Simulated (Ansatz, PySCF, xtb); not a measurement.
Process, species as SMILES: c1ccccc1 + 9 [H][H] (H2) -> 6 C (CH4)
Geometries: B3LYP-D3(BJ)/def2-TZVP minima from Ansatz (a first-principles code). Unstable Hartree-Fock reference: c1ccccc1.

Property: energy of full hydrogenation (0 K, with B3LYP-D3(BJ) harmonic zero-point energies from PySCF), in kcal/mol. Correlated levels leave the core frozen unless marked. No spin-orbit coupling. No relativistic terms. Basis-set limits of correlation are two-point, X^-3; Hartree-Fock from the larger set. The bracket is a focal-point correction in the basis named.

```csv
level,program,energy of full hydrogenation (kcal/mol)
GFN2-xTB,xtb,-160.1
HF/6-31G*,Ansatz,-157.3
```

**Question.** Predict the RI-MP2/CBS(cc-pVTZ,cc-pVQZ)+[CCSD(T)-MP2]/cc-pVTZ result (Ansatz).

**Answer.** -120.1 kcal/mol
